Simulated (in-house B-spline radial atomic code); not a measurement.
Pb2+: [Ne] 3s1 3p6 3d10 4s2 4p6 4d10 4f14 5s2 5p6 5d10 6s2 6p1 (with a hole in an inner shell)

Computed with an all-electron radial atomic-structure program (B-spline basis): Dirac-Kohn-Sham relativistic LDA, spherical fractional occupations, Fermi nucleus of rms radius 5.5012 fm.

Z_r = [3n² - l(l+1)]/(2<r>); Z_e = n√(-2ε); the last column is Slater's effective charge. Values are occupation-weighted means over j. An effective charge above Z reflects the relativistic contraction of the inner shells.

```tsv
shell	electrons	ε (eV)	<r> (bohr)	Z_r	Z_e	Slater
1s	2	-87408	0.01613	92.98	80.15	81.70
2s	2	-15723	0.06717	89.33	67.99	77.85
2p	6	-13683	0.06097	82.00	63.43	77.85
3s	1	-3829.4	0.1741	77.54	50.33	71.10
3p	6	-3232.7	0.1751	71.40	46.24	71.10
3d	10	-2556.4	0.1594	65.88	41.12	61.85
4s	2	-893.52	0.3827	62.72	32.42	55.10
4p	6	-693.48	0.4057	56.69	28.56	55.10
4d	10	-443.05	0.4259	49.30	22.83	43.85
4f	14	-174.85	0.44	40.91	14.34	32.45
5s	2	-171.26	0.8418	44.55	17.74	25.35
5p	6	-113.65	0.9531	38.30	14.45	25.35
5d	10	-44.879	1.231	28.02	9.08	11.85
6s	2	-30.618	2.091	25.83	9.00	7.00
6p	1	-19.63	2.608	20.32	7.21	7.00
```

The least bound orbital is 6p3/2 at -18.75 eV, and it is also the most diffuse (<r> = 2.691 bohr). The part-filled 3s shell lies below the filled 6s shell in orbital energy.

Spin-orbit splittings of the orbital energies (j = l + 1/2 above j = l - 1/2 when positive): 2p 2162 eV, 3p 486.3 eV, 3d 104.4 eV, 4p 120.9 eV, 4d 22.95 eV, 4f 5.465 eV, 5p 23.58 eV, 5d 2.957 eV, 6p 2.641 eV.

For the 1s electron the small component carries 9.7 % of the norm, the zero-frequency Breit interaction raises the level by 338.2 eV, self-energy by 220.8 eV, and vacuum polarisation lowers it by 47.05 eV.
